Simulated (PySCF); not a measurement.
C2H4BrGa.

```xyz
8

Ga    -0.5285     0.5356     0.0000
H     -2.0889     0.7247     0.0000
Br     0.2401    -1.6519     0.0000
C      0.8169     1.9477     0.0000
C      0.4498     3.2472     0.0000
H      1.8912     1.6906     0.0000
H      1.1880     4.0703     0.0000
H     -0.6104     3.5591     0.0000
```
Charge 0, spin multiplicity 1.

Coordinates come from a PBE-D3(BJ)/def2-SVP optimisation. One conformer was computed; it need not be the lowest.

The numbers are results of KT2/pcSseg-1 in PySCF, not measurements. Non-relativistic, no solvent.

### Question
Give the absolute GIAO shielding of each atom: isotropic value and principal components (ppm). (An estimate is asked for; the answer gives what the named calculation found.)

### Answer

| atom | σ(iso) | σ11 | σ22 | σ33 | span |
|---|---|---|---|---|---|
| Ga1 | 1230.4 | 1186.0 | 1246.8 | 1258.5 | 72.5 |
| H2 | 24.7 | 19.0 | 19.7 | 35.5 | 16.4 |
| Br3 | 2327.0 | 1697.6 | 2551.7 | 2731.8 | 1034.3 |
| C4 | 35.7 | -66.2 | 20.5 | 152.8 | 218.9 |
| C5 | 41.5 | -69.6 | 40.0 | 154.1 | 223.7 |
| H6 | 24.3 | 21.2 | 23.3 | 28.3 | 7.1 |
| H7 | 24.3 | 21.8 | 23.4 | 27.6 | 5.8 |
| H8 | 24.8 | 21.2 | 23.6 | 29.6 | 8.4 |
